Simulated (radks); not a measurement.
All-electron atom: Rh4+ in [Ar] 3d10 4s1 4p6 4d5 5s1 (not the ground configuration).

Method: scalar-relativistic Kohn-Sham, r2SCAN, spin-polarised, spherical densities, finite nucleus; open shells are filled with parallel spins first (spin-orbit coupling, left out, can overturn this in heavy ions); meta-GGA in the generalised Kohn-Sham scheme; Fermi nuclear charge, rms radius 4.4945 fm; computed with a radial shooting solver on a logarithmic mesh with Libxc functionals.

Energy parts (eV):
part                       energy
total                 -130004.759
kinetic                134648.384
electron-nucleus      -311273.847
Hartree                 50351.216
exchange-correlation    -3730.512

Orbitals (lengths in bohr, moments of r in powers of bohr; r(90%) holds 90 % of the orbital's charge):
orbital  occ.  eigenvalue (eV)      <r^4>   <1/r>  r(90%)
1s up       1        -23151.23  5.377e-06   47.05  0.0585
1s down     1        -23150.92  5.377e-06   47.05  0.0585
2s up       1        -3426.084  0.0009696   10.67   0.219
2s down     1        -3424.340  0.0009689   10.67   0.219
2p up       3        -3074.420  0.0006961   10.32   0.201
2p down     3        -3073.042  0.0006954   10.32   0.201
3s up       1        -670.7391    0.04644   3.726   0.574
3s down     1        -669.9227    0.04622   3.723   0.574
3p up       3        -554.2534    0.05039   3.543   0.587
3p down     3        -553.2186    0.04999   3.541   0.586
3d up       5        -368.7209    0.05079   3.310   0.587
3d down     5        -367.0241    0.05003   3.309   0.586
4s up       1        -148.1559      1.591   1.425    1.38
4s down     0        -139.7438      1.600   1.429    1.39
4p up       3        -114.0260      2.274   1.298    1.52
4p down     3        -105.6195      2.293   1.300    1.52
4d up       5         -63.4499      5.465   1.050    1.89
4d down     0         -55.0962      5.800   1.047    1.92
5s up       1         -44.4053      41.43  0.5979    3.13
5s down     0         -37.6651      54.44  0.5623    3.36
5p up       0         -35.0961      64.55  0.5324    3.49

The highest occupied level is 5s up at -44.405 eV. The configuration is held as typed, so some empty levels lie below it. Spin moment in Bohr magnetons: 7. Summed over all electrons, <r^2> = 26.09 bohr^2, which gives a Langevin (diamagnetic) susceptibility term of -20.7 x 10^-6 cm^3/mol.
